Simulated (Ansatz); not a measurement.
The same group exchange along the group O, S, Se.

Isolated molecules relaxed with PBE0-D4/def2-TZVP in Ansatz; ΔE leaves out vibrations. CCSD(T)/CBS adds triple-zeta CCSD(T) − MP2 to the extrapolated MP2 energy (def2 sets, frozen cores). This one scheme is used for every species. Functionals use def2-TZVPP. B3LYP here is the variant with VWN-RPA as its local correlation; programs differ in this. For Ge, Se outer-core shells are correlated without core-valence functions, which leaves a few kJ/mol of doubt a bond. Scalar relativity is left out up to krypton. Each species was taken in one conformer, which may not be the lowest.

```json
{"reaction": "`C[O][GeH2][CH3]` + `C1=CC1` → `[CH3][GeH2][C]1=CC1` + CH₃OH", "MP2/CBS(def2) (eV)": "0.19", "B3LYP-D4 (eV)": "0.25"}
{"reaction": "`C[S][GeH2][CH3]` + `C1=CC1` → `[CH3][GeH2][C]1=CC1` + CH₃SH", "MP2/CBS(def2) (eV)": "0.42", "B3LYP-D4 (eV)": "0.43"}
{"reaction": "`[CH3][GeH2][Se]C` + `C1=CC1` → `[CH3][GeH2][C]1=CC1` + `C[SeH]`", "MP2/CBS(def2) (eV)": "0.57", "B3LYP-D4 (eV)": "0.56"}
```

Give the CCSD(T)/CBS values in the same order. (An estimate is asked.)

Computed: 0.22, 0.41, 0.55 eV.

Largest T1 diagnostic: 0.011, for `C[O][GeH2][CH3]`.
